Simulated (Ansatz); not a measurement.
`ClC1(Cl)C[SiH2]1` at its PBE0-D4/def2-TZVP geometry, where that method's forces vanish. Charge 0, multiplicity 1.

```xyz
9

Cl   -1.0602   -0.2571    2.0815
C    -0.4271    0.4515    0.6023
Cl   -0.6464    2.1947    0.5338
C     0.9600   -0.0430    0.1890
Si   -0.4048   -0.5435   -0.9706
H     1.6555    0.7350   -0.1084
H     1.3983   -0.7848    0.8486
H    -0.9142   -1.9273   -0.9264
H    -0.5611    0.1745   -2.2499
```

**Question.** What forces (eV/Å) does PBE-D4/def2-TZVPP give on these atoms in Ansatz? (Best estimate.)

**Answer.** Ansatz gave: 
```
Cl1 -0.159 -0.189  0.343
C2   0.030 -0.004  0.000
Cl3 -0.056  0.417 -0.039
C4   0.125  0.008  0.045
Si5 -0.134 -0.139 -0.255
H6   0.150  0.142 -0.067
H7   0.100 -0.152  0.118
H8  -0.049 -0.163  0.005
H9  -0.007  0.082 -0.149
```
